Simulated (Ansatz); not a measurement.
Relaxation of a periodic cell of 20 atoms, HC18F (surface graphene monolayer, adsorbate HF), to a largest force component of 0.03 eV/Å in at most 60 steps.

These are results of Ansatz 0.2.0, DFT PBE, scalar-relativistic, plane waves, PAW, not measurements. Settings: cutoff 420 eV, k mesh 2x2x1, gaussian smearing 0.02 eV, no spin polarisation.

```xyz
20
Lattice="7.3980 0.0000 0.0000 -3.6990 6.4069 0.0000 0.0000 0.0000 11.0000" Properties=species:S:1:pos:R:3
C 0.000 0.000 1.000
C 1.233 0.712 1.000
C -1.233 2.136 1.000
C 0.000 2.847 1.000
C -2.466 4.271 1.000
C -1.233 4.983 1.000
C 2.466 0.000 1.000
C 3.699 0.712 1.000
C 1.233 2.136 1.000
C 2.466 2.847 1.000
C 0.000 4.271 1.000
C 1.233 4.983 1.000
C 4.932 0.000 1.000
C 6.165 0.712 1.000
C 3.699 2.136 1.000
C 4.932 2.847 1.000
C 2.466 4.271 1.000
C 3.699 4.983 1.000
F 1.865 4.516 2.790
H 2.667 4.799 3.190
```

Question: Where does it end, and by what steps?

Answer: The forces met the threshold. The force dipped under the threshold on the way, but the program's further checks kept it going. Limits of this set-up: slab without dipole correction, no dispersion correction for a molecule that may bind weakly. After 22 steps the energy has fallen by 2.384 eV; F19 moved furthest, 1.60 Å.

```
step  energy less start (eV)  largest force component (eV/Å)  accepted
   0                  0.0000                           6.510       yes
   1                 -1.1853                           3.513       yes
   2                 -1.7891                           1.835       yes
   3                 -2.0465                           1.451       yes
   4                 -2.2076                           0.476       yes
   5                 -2.2847                           0.280       yes
   6                 -2.3289                           0.228       yes
   7                 -2.3328                           1.085       yes
   8                 -2.3616                           0.380       yes
   9                 -2.2367                           2.462        no
  10                 -2.3666                           0.504       yes
  11                 -2.3673                           0.848       yes
  12                 -2.3751                           0.192       yes
  13                 -2.3789                           0.096       yes
  14                 -2.3818                           0.032       yes
  15                 -2.3820                           0.285       yes
  16                 -2.3833                           0.088       yes
  17                 -2.3796                           0.366        no
  18                 -2.3835                           0.016       yes
  19                 -2.3840                           0.064       yes
  20                 -2.3841                           0.099       yes
  21                 -2.3844                           0.038       yes
  22                 -2.3844                           0.017       yes
```

```xyz
20
Lattice="7.3980 0.0000 0.0000 -3.6990 6.4069 0.0000 0.0000 0.0000 11.0000" Properties=species:S:1:pos:R:3
C -0.039 0.033 0.924
C 1.182 0.741 0.922
C -1.272 2.168 0.921
C -0.052 2.877 0.922
C -2.503 4.303 0.922
C -1.284 5.013 0.921
C 2.427 0.032 0.921
C 3.647 0.741 0.920
C 1.194 2.167 0.922
C 2.414 2.875 0.924
C -0.040 4.303 0.921
C 1.179 5.014 0.923
C 4.893 0.033 0.921
C 6.113 0.742 0.921
C 3.660 2.167 0.920
C 4.881 2.877 0.920
C 2.427 4.303 0.931
C 3.649 5.014 0.928
F 2.678 4.375 4.157
H 2.669 4.383 3.219
```

Run time: 120 s on 1 thread of Arm Neoverse V2 (shared host), peak memory 0.61 GiB.
